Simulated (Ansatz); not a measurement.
System: tetramethylgermane, C$_{4}$H$_{12}$Ge, charge 0, multiplicity 1. 
Coordinates optimised at B3LYP-D3(BJ)/def2-TZVP (Ansatz, a program for electronic structure):
SMILES: [CH3][Ge]([CH3])([CH3])[CH3]
```xyz
17

C      1.4564    -0.5076     1.2262
Ge     0.0000     0.0000     0.0000
C     -1.6409     0.3426     1.0355
C     -0.3234    -1.4648    -1.2776
C      0.5079     1.6297    -0.9841
H      1.6505     0.2920     1.9423
H      2.3749    -0.7016     0.6706
H      1.1935    -1.4092     1.7809
H     -2.4600     0.6255     0.3730
H     -1.4815     1.1517     1.7495
H     -1.9385    -0.5495     1.5881
H     -1.1277    -1.2021    -1.9660
H     -0.6063    -2.3771    -0.7509
H      0.5751    -1.6695    -1.8612
H     -0.2871     1.9270    -1.6692
H      1.4157     1.4596    -1.5644
H      0.6914     2.4532    -0.2928
```
Charge 0, spin multiplicity 1.

Property: atomisation energy (electronic, to ground-state atoms), in kcal/mol. Correlated levels leave the core frozen unless marked. UHF or UKS for open shells. No spin-orbit coupling. Frozen are the shells of the preceding noble gas and the d and f shells that filled before the atom's block. Non-relativistic. The coupled-cluster limit lacks core correlation, which all-electron functionals hold. Basis-set limits of correlation are two-point, X^-3; Hartree-Fock from the larger set. The bracket is a focal-point correction in the basis named.

```json
[
 {"level": "HF/cc-pVQZ", "program": "Ansatz", "atomisation energy (kcal/mol)": "1145.4", "minus last row": "-355.4"},
 {"level": "revPBE/def2-TZVPD", "program": "Ansatz", "atomisation energy (kcal/mol)": "1463.4", "minus last row": "-37.4"},
 {"level": "r2SCAN-D4/def2-TZVPD", "program": "Ansatz + dftd4", "atomisation energy (kcal/mol)": "1503.5", "minus last row": "2.7"},
 {"level": "PBE0/STO-3G", "program": "Ansatz", "atomisation energy (kcal/mol)": "1901.9", "minus last row": "401.1"},
 {"level": "PBE0-D4/def2-TZVPD", "program": "Ansatz + dftd4", "atomisation energy (kcal/mol)": "1504.1", "minus last row": "3.3"},
 {"level": "BHLYP-D3(BJ)/def2-TZVPD", "program": "Ansatz + dftd3", "atomisation energy (kcal/mol)": "1476.1", "minus last row": "-24.7"},
 {"level": "B2PLYP/def2-TZVPD", "program": "Ansatz", "atomisation energy (kcal/mol)": "1479.0", "minus last row": "-21.8"},
 {"level": "MP2/aug-cc-pVTZ", "program": "Ansatz", "atomisation energy (kcal/mol)": "1481.1", "minus last row": "-19.7"},
 {"level": "RI-MP2/aug-cc-pVQZ", "program": "Ansatz", "atomisation energy (kcal/mol)": "1496.4", "minus last row": "-4.4"},
 {"level": "SCS-MP2/aug-cc-pVDZ", "program": "Ansatz", "atomisation energy (kcal/mol)": "1414.8", "minus last row": "-86.0"},
 {"level": "SCS-MP2/cc-pVTZ", "program": "Ansatz", "atomisation energy (kcal/mol)": "1476.1", "minus last row": "-24.7"},
 {"level": "SCS-MP2/cc-pVQZ", "program": "Ansatz", "atomisation energy (kcal/mol)": "1497.7", "minus last row": "-3.1"},
 {"level": "CCSD(T)/STO-3G", "program": "Ansatz", "atomisation energy (kcal/mol)": "1663.9", "minus last row": "163.1"},
 {"level": "RI-MP2/CBS(cc-pVTZ,cc-pVQZ)+[CCSD(T)-MP2]/cc-pVQZ", "program": "Ansatz", "atomisation energy (kcal/mol)": "1501.4", "minus last row": "0.6"},
 {"level": "CCSD(T)/CBS(cc-pVTZ,cc-pVQZ)", "program": "Ansatz", "atomisation energy (kcal/mol)": "1500.8", "minus last row": "0.0"}
]
```
